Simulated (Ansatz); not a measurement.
**Energy profile**

The step: SiH₃F ([F][SiH3]) + HCl + H₂O → SiH₂ClF ([F][SiH2][Cl]) + H₂O + H₂; bonds formed: Si1–Cl5, H2–H8, O9–H10; bonds broken: Si1–H2, Cl5–H10, H8–O9 (atoms numbered as in the saddle structure below).

```
10
angstrom
Si -0.8145 0.5206 -0.7999
H 0.3860 -0.5893 -0.9252
H -1.4737 -0.3159 -1.8567
H -1.2093 1.8777 -1.2454
Cl 0.8756 1.6834 0.3496
H 0.4960 -1.2741 1.6713
F -1.5327 0.0309 0.5567
H 0.7396 -0.9101 -0.0031
O 1.2171 -1.0153 1.0794
H 1.3159 -0.0077 1.1731
```

Electronic energies by CCSD(T) at an estimated basis limit (MP2 extrapolated from triple and quadruple zeta, plus CCSD(T) − MP2 in triple zeta), on PBE0-D4/def2-TZVP structures; SiH₆ClOF, closed shell; no counterpoise correction. Ansatz 0.2.0; basis: def2-TZVPP and def2-QZVPP; cores frozen in the correlated methods. Extrapolation: Hartree–Fock as exp(−7.88 √X), correlation as X^−2.97.

(1) Give the profile in kcal/mol, counted from the separated reactants. (To be estimated.)

T1 diagnostic: at most 0.011.

## Answers

(1) Computed:
| point | kcal/mol |
| --- | --- |
| separated: SiH₃F (linked as [F][SiH3]; Si1, H2, H3, H4, F7; singlet) + HCl (Cl5, H10; singlet) + H₂O (H6, H8, O9; singlet) | 0.00 |
| start structure | -10.02 |
| saddle | 27.84 |
| end structure | -24.37 |
| separated: SiH₂ClF (linked as [F][SiH2][Cl]; Si1, H3, H4, Cl5, F7; singlet) + H₂ (H2, H8; singlet) + H₂O (H6, O9, H10; singlet) | -20.50 |

For scale, one of the runs: CCSD(T)/def2-TZVPP, 230 basis functions, launched by `ansatz run in.yaml --threads 4 --pin off --events-out ev --progress --plain --max-ram 9574MiB`. Hardware: 4 CPU threads of an Arm Neoverse V1, shared host. Wall time 100 s; peak host memory 3.9 GiB.
